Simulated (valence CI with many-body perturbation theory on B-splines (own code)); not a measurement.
E1 transitions of Sm⁴⁸⁺

Level of theory: configuration interaction combined with many-body perturbation theory (CI+MBPT): four valence electrons over a frozen Dirac-Fock core [Ne], a basis of 11 s, 11 p, 9 d, 7 f, 5 g, 2 h, 1 i functions for each j, with the one-electron correlation potential Σ1 (screened to all orders), the two-electron term Σ2, the three-electron term Σ3, Breit, model QED; selected single and double excitations, second order for the rest (own B-spline code, finite nucleus).

The last digits are not significant, and no measured levels were compared; by estimate large intervals hold to a few tenths of a per cent, small ones and those within an open d or f shell to about a per cent.

Lines 51 to 100 of 239 in falling wavelength, among levels below 5701.6 × 10³ cm⁻¹, chosen from the strongest by gf and those to the six lowest levels. Wavelengths and rates use the calculated energies. Electric multipoles are in the length gauge, E1 and E2 with the static RPA response of the core. Weak lines are less certain than strong ones. Lines between different terms over intervals too small for the method are left out, as are lines whose strength nearly cancels. The highest levels of a list are the least certain.

Levels are named by their leading jj configuration (3d3/2^4 stands for four electrons in 3d with j = 3/2), which in mixed levels can hold well under half, so a name can repeat and another be missing. Letters in brackets count levels of one name in rising energy.

| λ vac (nm) | Upper | Lower | A (s⁻¹) | S (a.u.) |
| --- | --- | --- | --- | --- |
| 8.603 | (3s 3p1/2 3p3/2^2) J=1 [a] | (3s^2 3p3/2^2) J=2 | 8.63e+09 | 8.14e-03 |
| 8.529 | (3s 3p1/2 3p3/2 3d3/2) J=2 [a] | (3s 3p1/2 3p3/2^2) J=3 | 1.69e+10 | 2.59e-02 |
| 8.502 | (3p1/2^2 3p3/2^2) J=0 | (3s 3p1/2 3p3/2^2) J=1 [a] | 4.62e+10 | 1.40e-02 |
| 8.493 | (3s 3p1/2 3p3/2^2) J=2 [b] | (3s^2 3p3/2^2) J=2 | 1.46e+10 | 2.21e-02 |
| 8.289 | (3s 3p1/2 3p3/2 3d5/2) J=3 [c] | (3s^2 3p3/2 3d5/2) J=4 | 1.77e+10 | 3.49e-02 |
| 8.256 | (3s 3p1/2^2 3p3/2) J=1 | (3s^2 3p1/2 3p3/2) J=1 | 7.48e+09 | 6.23e-03 |
| 8.235 | (3s 3p1/2 3p3/2 3d3/2) J=2 [e] | (3s^2 3p3/2 3d3/2) J=3 | 1.66e+10 | 2.28e-02 |
| 8.205 | (3s 3p1/2 3p3/2 3d5/2) J=4 [c] | (3s^2 3p3/2 3d5/2) J=4 | 1.14e+10 | 2.80e-02 |
| 8.058 | (3s 3p1/2 3p3/2 3d3/2) J=1 [e] | (3s^2 3p3/2 3d3/2) J=2 | 7.95e+09 | 6.16e-03 |
| 8.033 | (3s 3p1/2 3p3/2^2) J=1 [b] | (3s^2 3p3/2^2) J=2 | 1.15e+10 | 8.85e-03 |
| 7.970 | (3s 3p1/2^2 3d3/2) J=1 | (3s 3p1/2^2 3p3/2) J=1 | 9.36e+09 | 7.02e-03 |
| 7.893 | (3s 3p1/2 3p3/2 3d5/2) J=2 [b] | (3s^2 3p3/2 3d3/2) J=3 | 4.07e+09 | 4.94e-03 |
| 7.870 | (3s 3p1/2 3p3/2 3d3/2) J=2 [a] | (3s 3p1/2 3p3/2^2) J=2 [a] | 1.04e+10 | 1.25e-02 |
| 7.776 | (3s 3p1/2 3p3/2 3d5/2) J=3 [d] | (3s^2 3p3/2 3d5/2) J=2 | 3.20e+09 | 5.21e-03 |
| 7.762 | (3s 3p1/2 3p3/2 3d3/2) J=2 [b] | (3s 3p1/2 3p3/2^2) J=3 | 3.17e+10 | 3.66e-02 |
| 7.705 | (3s 3p1/2^2 3d3/2) J=2 | (3s 3p1/2^2 3p3/2) J=1 | 2.35e+09 | 2.65e-03 |
| 7.701 | (3s 3p1/2 3p3/2 3d3/2) J=2 [c] | (3s 3p1/2 3p3/2^2) J=2 [b] | 1.10e+10 | 1.24e-02 |
| 7.368 | (3s^2 3p1/2 3d3/2) J=2 | (3s^2 3p1/2 3p3/2) J=2 | 4.53e+09 | 4.47e-03 |
| 7.049 | (3s^2 3p1/2 3d3/2) J=2 | (3s^2 3p1/2 3p3/2) J=1 | 2.16e+08 | 1.86e-04 |
| 6.934 | (3s 3p1/2^2 3d3/2) J=1 | (3s 3p1/2^2 3p3/2) J=2 | 3.36e+09 | 1.66e-03 |
| 6.733 | (3s 3p1/2^2 3d3/2) J=2 | (3s 3p1/2^2 3p3/2) J=2 | 9.95e+09 | 7.49e-03 |
| 6.645 | (3s 3p1/2 3p3/2 3d3/2) J=3 [b] | (3s 3p1/2 3p3/2^2) J=3 | 4.77e+09 | 4.83e-03 |
| 6.423 | (3s^2 3p3/2 3d3/2) J=3 | (3s^2 3p3/2^2) J=2 | 1.28e+09 | 1.17e-03 |
| 6.391 | (3s^2 3p3/2 3d3/2) J=2 | (3s^2 3p3/2^2) J=2 | 1.50e+08 | 9.69e-05 |
| 6.363 | (3s^2 3p3/2 3d3/2) J=1 | (3s^2 3p3/2^2) J=2 | 3.59e+08 | 1.37e-04 |
| 6.160 | (3s^2 3p1/2 3d3/2) J=1 | (3s^2 3p1/2 3p3/2) J=2 | 3.00e+09 | 1.04e-03 |
| 6.073 | (3s 3p1/2 3p3/2 3d5/2) J=2 [b] | (3s 3p1/2 3p3/2^2) J=2 [b] | 1.50e+10 | 8.30e-03 |
| 6.018 | (3s 3p1/2 3p3/2 3d5/2) J=2 [b] | (3s 3p1/2 3p3/2^2) J=1 [a] | 6.90e+09 | 3.71e-03 |
| 5.974 | (3s 3p1/2 3p3/2 3d5/2) J=1 [a] | (3s 3p1/2 3p3/2^2) J=1 [b] | 1.53e+10 | 4.83e-03 |
| 5.935 | (3s^2 3p1/2 3d3/2) J=1 | (3s^2 3p1/2 3p3/2) J=1 | 1.30e+09 | 4.01e-04 |
| 5.849 | (3s 3p1/2 3p3/2 3d5/2) J=3 [c] | (3s 3p1/2 3p3/2^2) J=2 [b] | 5.46e+09 | 3.78e-03 |
| 5.845 | (3s 3p1/2^2 3d5/2) J=2 | (3s 3p1/2^2 3p3/2) J=1 | 6.26e+10 | 3.08e-02 |
| 5.809 | (3s^2 3p3/2 3d5/2) J=2 | (3s^2 3p3/2^2) J=2 | 5.10e+10 | 2.47e-02 |
| 5.802 | (3s 3p1/2 3p3/2 3d5/2) J=3 [a] | (3s 3p1/2 3p3/2^2) J=3 | 2.42e+10 | 1.63e-02 |
| 5.786 | (3s 3p1/2 3p3/2 3d3/2) J=1 [e] | (3s 3p1/2 3p3/2^2) J=0 | 1.73e+10 | 4.95e-03 |
| 5.743 | (3s 3p1/2 3p3/2 3d5/2) J=1 [a] | (3s 3p1/2 3p3/2^2) J=2 [b] | 1.53e+10 | 4.30e-03 |
| 5.734 | (3s^2 3p1/2 3d5/2) J=2 | (3s^2 3p1/2 3p3/2) J=2 | 1.44e+10 | 6.69e-03 |
| 5.714 | (3s 3p1/2 3p3/2 3d5/2) J=2 [a] | (3s 3p1/2 3p3/2^2) J=2 [a] | 5.83e+10 | 2.69e-02 |
| 5.707 | (3s 3p1/2 3p3/2 3d5/2) J=1 [b] | (3s 3p1/2 3p3/2^2) J=1 [b] | 1.80e+10 | 4.95e-03 |
| 5.697 | (3s^2 3p1/2 3d5/2) J=3 | (3s^2 3p1/2 3p3/2) J=2 | 7.57e+10 | 4.84e-02 |
| 5.596 | (3s 3p1/2 3p3/2 3d5/2) J=0 | (3s 3p1/2 3p3/2^2) J=1 [b] | 2.00e+11 | 1.73e-02 |
| 5.570 | (3s 3p1/2 3p3/2 3d5/2) J=3 [b] | (3s 3p1/2 3p3/2^2) J=3 | 5.15e+10 | 3.08e-02 |
| 5.539 | (3s^2 3p1/2 3d5/2) J=2 | (3s^2 3p1/2 3p3/2) J=1 | 9.95e+10 | 4.17e-02 |
| 5.536 | (3s 3p1/2 3p3/2 3d5/2) J=4 [b] | (3s 3p1/2 3p3/2^2) J=3 | 8.50e+10 | 6.41e-02 |
| 5.526 | (3s 3p1/2^2 3d5/2) J=3 | (3s 3p1/2^2 3p3/2) J=2 | 8.41e+10 | 4.91e-02 |
| 5.493 | (3s 3p1/2 3p3/2 3d5/2) J=2 [d] | (3s 3p1/2 3p3/2^2) J=1 [b] | 1.88e+11 | 7.68e-02 |
| 5.489 | (3s 3p1/2 3p3/2 3d5/2) J=3 [a] | (3s 3p1/2 3p3/2^2) J=2 [a] | 7.44e+10 | 4.25e-02 |
| 5.486 | (3s 3p1/2 3p3/2 3d5/2) J=2 [b] | (3s 3p1/2 3p3/2^2) J=3 | 4.85e+10 | 1.98e-02 |
| 5.468 | (3s^2 3p3/2 3d5/2) J=1 | (3s^2 3p3/2^2) J=0 | 1.58e+11 | 3.84e-02 |
| 5.464 | (3s 3p1/2 3p3/2 3d5/2) J=3 [d] | (3s 3p1/2 3p3/2^2) J=2 [b] | 1.99e+11 | 1.12e-01 |
